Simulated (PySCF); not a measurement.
BrF2H2NSi, SMILES N[Si](F)(F)Br. Geometry optimised at PBE0-D3(BJ)/def2-SVP. This is a generated structure with no PubChem entry under its InChIKey; it may be hypothetical. Other conformers were not sampled.

Problem. Give the equilibrium geometry at PBE0-D3(BJ)/def2-SVP (PySCF confirms it by a frequency run) as bond lengths and angles, and its point group. (An estimate is asked for; the answer gives what the named calculation found.)

Solution. This is not unique; one that fits is point group Cs.
Atoms: N1 Si2 F3 F4 Br5 H6 H7. Bond lengths (Å): N1–Si2 1.687, N1–H6 1.013, N1–H7 1.013, Si2–F3 1.604, Si2–F4 1.604, Si2–Br5 2.201. Angles (°): Si2–N1–H6 120.9, Si2–N1–H7 120.9, H6–N1–H7 112.4, N1–Si2–F3 108.8, N1–Si2–F4 108.8, N1–Si2–Br5 116.9, F3–Si2–F4 109.4, F3–Si2–Br5 106.4, F4–Si2–Br5 106.4.
Charge 0, spin multiplicity 1.
